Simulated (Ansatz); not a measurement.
The cluster NbO2⁻ (the lowest singlet isomer of a short search) was relaxed with r2SCAN-D4 (def2-TZVPD) in Ansatz in these states: charge -1 quintet, charge -1 triplet. The geometries follow in no particular order.

In the def2 sets Nb takes a core potential; there is no spin–orbit coupling.

A:

```xyz
3

Nb    0.2540    0.4392    0.4072
O     0.5008    0.4650   -1.3335
O    -0.7548   -0.9042    0.9263
```

B:

| atom | x (Å) | y (Å) | z (Å) |
| --- | --- | --- | --- |
| Nb1 | -0.0972 | 0.1122 | -0.1567 |
| O2 | -1.5563 | -0.3658 | 0.8514 |
| O3 | 1.6535 | 0.2535 | -0.6947 |

Problem. Judge from the bond lengths which geometry belongs to which state (an estimate).

Solution. A is the charge -1 triplet (Nb1–O2 1.758 Å, Nb1–O3 1.758 Å); B is the charge -1 quintet (Nb1–O2 1.837 Å, Nb1–O3 1.837 Å).

At r2SCAN-D4/def2-TZVPD the highest occupied level of the charge -1 triplet lies above zero (up to 0.92 eV). It is a level of α spin, whose loss leaves a doublet; that state wasn't run at this geometry and level. The electron is either unbound and held by the finite basis, or the level is raised by self-interaction error. At r2SCAN-D4/def2-TZVPD the highest occupied level of the charge -1 quintet lies above zero (up to 1.24 eV). It is a level of α spin, whose loss leaves a quartet; that state wasn't run at this geometry and level. The electron is either unbound and held by the finite basis, or the level is raised by self-interaction error. At PBE0-D4/def2-TZVPD a broken-symmetry singlet lies 0.17 eV below the charge -1 triplet. At PBE0-D4/def2-TZVPD a broken-symmetry singlet lies 2.99 eV below the charge -1 quintet. These are the stationary points nearest to one start from a short search; other shapes may lie lower in each state.
